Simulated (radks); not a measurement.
Fractional charge and spin in the 5s shell of erbium: the spin-up occupation runs from 0 to 1 and the spin-down occupation from 0 to 1; the fullest corner is Er2+, [Kr] 4d10 4f(up 6, down 6) 5p6 5s(up 1, down 1). All-electron calculation, scalar-relativistic Kohn-Sham, r2SCAN, spin-polarised, spherical densities, finite nucleus; meta-GGA in the generalised Kohn-Sham scheme; Fermi nuclear charge, rms radius of each element as measured or else 0.836 A^(1/3) + 0.57 fm. Program: a radial shooting solver on a logarithmic mesh with Libxc functionals. Energy (eV) above the fullest corner. The planes named below are the two flat planes that join the four corners, with an edge along up + down = one added electron.

down \ up        0     0.25      0.5    0.75       1
0          165.318  141.232  118.073  95.840  74.527
0.25       141.232  118.201   96.087  74.885  54.589
0.5        118.073   96.087   75.004  54.820  35.528
0.75        95.840   74.885   54.820  35.640  17.335
1           74.527   54.589   35.528  17.335   0.000

Corners above the fullest one (they belong to Er3+ and the next ion): (up 1, down 0) 74.527 eV, (up 0, down 1) 74.527 eV, (up 0, down 0) 165.32 eV. With half an added electron in each spin the energy lies 0.478 eV from the planes, and with half an added electron in spin up alone -1.849 eV. The planes are only a guide here: the flat-plane condition holds for ground states with one frontier orbital, while this shell lies below other occupied shells, so the corners above the fullest one are inner-hole states and not the ground states of those ions.
